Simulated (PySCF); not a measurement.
C5H4FNO.
Numbering: `[CH2:1]=[CH:2][c:3]1[cH:4][o:5][n:6][c:7]1[F:8]` (hydrogens: H9, H10 on C1; H11 on C2; H12 on C4)

Torsions of this conformer, `[CH2:1]=[CH:2][c:3]1[cH:4][o:5][n:6][c:7]1[F:8]`: C1–C2–C3–C4 180°.

The closed-shell ground state was solved at several levels (PySCF, density fitting, gas phase, non-relativistic). Isolated species at its GFN2-xTB geometry (one conformer only).

```tsv
level	basis functions	total energy (Eh)	HOMO (eV)	LUMO (eV)	gap (eV)	dipole (D)
PBE0/def2-SVPD	198	-421.9166	-7.33	-1.18	6.15	3.45
PBE0/pcSseg-1	156	-422.1626	-7.31	-1.14	6.17	3.45
```

Question: What might wB97X-D/def2-SVPD (198 basis functions) give for the same quantities?

Answer: Total energy -422.2316 Eh, HOMO -9.09 eV, LUMO 0.58 eV, gap 9.67 eV, dipole 3.52 D.

Question: Over all these levels, which gives the widest orbital gap and which the narrowest?

Answer: wB97X-D/def2-SVPD (range-separated hybrid) has the widest, 9.67 eV, and PBE0/def2-SVPD (global hybrid, 25 % exact exchange) the narrowest, 6.15 eV. The two share the basis. From the narrowest to the widest the HOMO moves by -1.76 eV and the LUMO by +1.76 eV.

Question: How far do the dipole and the HOMO energy spread over the levels?

Answer: The dipole runs from 3.45 to 3.52 D (mean 3.47 D) and the HOMO from -9.09 to -7.31 eV.

wB97X-D is run here without its empirical dispersion term; that term would change no orbital, density or response property at a fixed geometry.
